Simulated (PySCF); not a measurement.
**Working out the ionisation energy of Tl(2+)**

Tl(2+) [Xe] 4f14 5d10 6s1 (2S) → Tl(3+) [Xe] 4f14 5d10 (1S). Calculation: PySCF 2.14, in aug-cc-pwCVDZ-PP with ECP60MDF (6s5p4d1f, 48 functions); scalar relativity through the core potential. Frozen: nothing. Energies in hartree (1 hartree = 27.21139 eV):

```csv
part,Tl(2+) (lower),Tl(3+) (upper)
UHF,-170.654164,-169.618976
CCSD correlation,-0.325720,-0.276459
(T),-0.005425,-0.004158
```

Q: What does Hartree-Fock give?

A: (-169.618976) − (-170.654164) = 1.035188 hartree = 28.169 eV.

Q: What do CCSD and CCSD(T) give?

A: The CCSD correlation energies differ by 0.049261 hartree = 1.340 eV and the triples by 0.001267 hartree = 0.034 eV, so CCSD gives 29.509 eV and CCSD(T) 29.543 eV.

Measured between the centres of the two terms (NIST): 29.852 eV, so CCSD(T) (valence and next inner shell) is off by -0.309 eV.

A double-zeta basis recovers only part of the correlation energy.

What remains against the reference includes basis incompleteness and higher excitations.
